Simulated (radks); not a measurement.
Task: The mean radii <r> (bohr) of the occupied orbitals of an atom or ion are listed with their occupations. All-electron calculation, scalar-relativistic Kohn-Sham, exchange-only LDA, spin-polarised, spherical densities, finite nucleus; Fermi nuclear charge, rms radius of each element as measured or else 0.836 A^(1/3) + 0.57 fm. Program: a radial shooting solver on a logarithmic mesh with Libxc functionals.

| orbital | occ. | <r> |
|---|---|---|
| 1s | 2 | 0.01934 |
| 2s | 2 | 0.08190 |
| 2p | 6 | 0.07294 |
| 3s | 2 | 0.2129 |
| 3p | 6 | 0.2125 |
| 3d | 10 | 0.1925 |
| 4s | 2 | 0.4783 |
| 4p | 6 | 0.5082 |
| 4d | 10 | 0.5479 |
| 5s | 2 | 1.169 |
| 5p | 6 | 1.388 |
| 4f | 14 | 0.7231 |
| 6s | 2 | 3.287 |

Name the element and its charge. Open shells, if any, are filled with parallel spins first.

Result: Z = 71, lutetium, charge +1: Lu+ in [Xe] 4f14 6s2. The 1s radius gives Z: for a bare nucleus <r> = (2 gamma + 1)/(2Z) with gamma = sqrt(1 - (Z/c)^2), 0.01909 bohr for Z = 71, and screening makes it slightly larger (0.01934 here). The occupations add up to 70, and the charge is Z minus that.
